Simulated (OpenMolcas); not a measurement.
B2+: RASPT2 settings compared

| Quantity | Value |
| --- | --- |
| Program | OpenMolcas |
| Basis | ANO-RCC-VTZP [4s3p2d1f] |
| Scalar Hamiltonian | DKH3, point nucleus |
| Active space | 1 electron in 9 orbitals (RAS2 2s 2p; RAS3 3d, at most 1 electron) |
| State averaging | 2S+1 = 2 even, 1 root; 2S+1 = 2 odd, 3 roots |
| Spin-orbit coupling | state interaction with AMFI integrals over the reference wave functions, term energies averaged over their components |

Methods on the same reference wave functions:
A. RASSCF
B. SS-RASPT2, IPEA 0.6 Eh, real shift 0.5 Eh (closed shells correlated: 1s)
C. SS-RASPT2, IPEA 0 Eh, sigma1 regulariser 0.05 Eh (closed shells correlated: 1s)
D. XMS-RASPT2, IPEA 0.75 Eh, imaginary shift 0.1 Eh (closed shells correlated: 1s)

Energies in cm⁻¹ above 2s ²S_1/2, the measured ground level; measured values from Moore, Atomic Energy Levels, vol. I, NSRDS-NBS 35 (1971 reprint of NBS Circular 467, 1949).

```
     Level      A      B      C      D  Measured
 2s ²S_1/2    0.0    0.0    0.0    0.0       0.0
2p ²P°_1/2  49051  48723  48720  48703     48358
2p ²P°_3/2  49082  48753  48750  48734     48393
```

Deviations, from unrounded energies. A percentage is the sum of absolute deviations over the sum of measured energies, with the sign that they share, or ± where signs differ.

```
           Against measurement  Levels     A     B     C     D
mean absolute deviation (cm-1)       2   690   360   360   340
      other configurations (%)       2  +1.4  +0.7  +0.7  +0.7
```

B, C, D lie about equally close to measurement and A furthest from it. The largest miss of D in the table is 2p ²P°_1/2, by +340 cm-1. The ranking rests on the paired levels alone, and a cruder setting can come out closer through cancelling errors.

Among B to D the level of the table that moves most is 2p ²P°_1/2, by 20 cm-1 (lowest in D, highest in B).

The lowest spin-free term lies below A's lowest term by 0.022 hartree in B, 0.022 hartree in C, 0.022 hartree in D.

With one active electron outside closed inactive shells, the extra shells (3d) add no correlation to the reference. With one active electron the reference holds no correlation, so core polarisation is missing (holds for A). With one active electron, CASPT2 adds the correlation within the correlated inactive shells and between them and that electron, and leaves the splitting within a term as the reference gives it (holds for B; C; D). Computed and measured levels are paired by configuration, term and J; levels that our copy of the source lacks, or whose pairing is in doubt (as where it misses far off the trend of its configuration), stay unpaired and out of the deviations. Only configurations of the active space appear.

° marks odd parity.
